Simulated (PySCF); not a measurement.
Molecule: chlorosilane, sum formula SiH3Cl (charge 0, singlet). 
Geometry from a B3LYP-D3(BJ)/def2-TZVP (Ansatz) optimisation:
```xyz
5

Si    -0.9899    -0.0500    -0.0380
Cl     1.0723     0.0541     0.0412
H     -1.3688    -1.0690    -1.0360
H     -1.5103     1.2742    -0.4302
H     -1.4910    -0.4257     1.2983
```
Charge 0, spin multiplicity 1.

Dispersion corrections to the total energy (kcal/mol) from the dftd3 and dftd4 libraries through PySCF: D3(BJ) without and D4 with the three-body term, each with the damping fitted for the functional named.

| functional | D3(BJ) | D4 |
|---|---|---|
| BP86 | -3.23 | -2.31 |
| HSE06 | -1.28 | -1.34 |
| HF | … | -6.30 |
| TPSS | -2.39 | -2.33 |
| B2PLYP | -1.71 | -1.18 |
| LC-wPBE | -1.84 | … |
| PBE | -1.87 | … |

**Question.** Some entries are withheld; supply them.

**Answer.** 
- HF, D3(BJ): -17.40
- LC-wPBE, D4: -1.94
- PBE, D4: -1.73
